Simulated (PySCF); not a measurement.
This PySCF input asks for the NMR shieldings of SMILES [C@H]1(BCC)C/C1=C/Cl, C₆H₁₀BCl; the geometry comes from GFN2-xTB.

```python
import basis_set_exchange as bse
import numpy as np
from pyscf import gto, dft
from pyscf.prop import nmr

atoms = """
C     2.521296    1.048468   -0.555410
C     1.856904   -0.334422   -0.537204
B     0.534762   -0.372630    0.322711
C    -0.772945   -0.962707   -0.258411
C    -1.957239   -1.352381    0.634295
C    -1.980546   -0.111350   -0.118594
C    -2.563217    1.009501   -0.445510
Cl   -1.814838    2.153523   -1.516478
H     1.858154    1.775429   -1.019024
H     2.739545    1.385155    0.455277
H     3.450833    1.024435   -1.121034
H     2.570977   -1.040729   -0.099781
H     1.700999   -0.657811   -1.568834
H     0.524708    0.086724    1.401808
H    -0.724411   -1.498060   -1.202566
H    -2.590535   -2.166371    0.310861
H    -1.825047   -1.296929    1.705316
H    -3.538159    1.316474   -0.102571
"""
names = dict.fromkeys(["C", "B", "Cl", "H"], "pcSseg-1")
basis = {el: gto.basis.parse(bse.get_basis(n, elements=[el], fmt="nwchem")) for el, n in names.items()}
mol = gto.M(atom=atoms, basis=basis, charge=0, verbose=0)
mf = dft.RKS(mol, xc="PBE0")
mf.grids.level = 2
mf.grids.alignment = dft.numint.BLKSIZE   # the property module wants whole blocks of grid points
mf.conv_tol = 1e-9
mf.kernel()

calc = nmr.RKS(mf)   # GIAO
C = mf.mo_coeff
Co = C[:, mf.mo_occ > 0]
resp = mf.gen_response(singlet=True, hermi=2)
def vind(x):   # induced exchange potential for any number of trial vectors
    d = np.einsum("pi,xij,qj->xpq", C, 2 * x.reshape(-1, C.shape[1], Co.shape[1]), Co, optimize=True)
    return np.einsum("xpq,pi,qj->xij", resp(d - d.transpose(0, 2, 1)), C, Co, optimize=True).ravel()
mo1, _ = nmr.rhf.solve_mo1(calc, with_cphf=vind)
sigma = calc.kernel(mo1)
for i, s in enumerate(sigma):   # ppm
    w = np.linalg.eigvalsh((s + s.T) / 2)
    print("%2d %-2s iso %8.1f  s11 %8.1f  s22 %8.1f  s33 %8.1f" % (i, mol.atom_pure_symbol(i), w.mean(), *w))
```

Q: What are the results?

A: 
```
 0 C  iso    175.9  s11    164.5  s22    177.0  s33    186.1
 1 C  iso    160.3  s11    140.0  s22    166.4  s33    174.6
 2 B  iso     15.3  s11    -62.4  s22     -3.6  s33    111.8
 3 C  iso    159.9  s11    111.6  s22    158.0  s33    210.2
 4 C  iso    166.9  s11    145.3  s22    163.9  s33    191.5
 5 C  iso     49.9  s11    -30.1  s22     12.8  s33    167.0
 6 C  iso     66.3  s11    -18.8  s22     98.5  s33    119.1
 7 Cl iso    734.6  s11    530.2  s22    673.1  s33   1000.6
 8 H  iso     30.7  s11     25.5  s22     30.2  s33     36.3
 9 H  iso     30.5  s11     26.7  s22     28.1  s33     36.6
10 H  iso     30.4  s11     25.8  s22     27.9  s33     37.4
11 H  iso     30.5  s11     25.8  s22     29.2  s33     36.4
12 H  iso     29.8  s11     26.9  s22     29.2  s33     33.3
13 H  iso     25.0  s11     18.0  s22     28.2  s33     28.9
14 H  iso     29.7  s11     24.9  s22     27.9  s33     36.3
15 H  iso     29.7  s11     24.9  s22     26.0  s33     38.1
16 H  iso     29.8  s11     24.7  s22     26.8  s33     37.9
17 H  iso     25.2  s11     19.8  s22     27.0  s33     28.7
```

These numbers come from an equivalent density-fitted implementation of the same equations, which agrees with the script to about 0.01 ppm for H and up to a few tenths of a ppm for heavy atoms, so last digits may differ.

Size and cost of the density-fitted run: 193 basis functions, 61 s wall time on 1 thread of an Intel Xeon, shared host; peak memory 0.85 GiB.
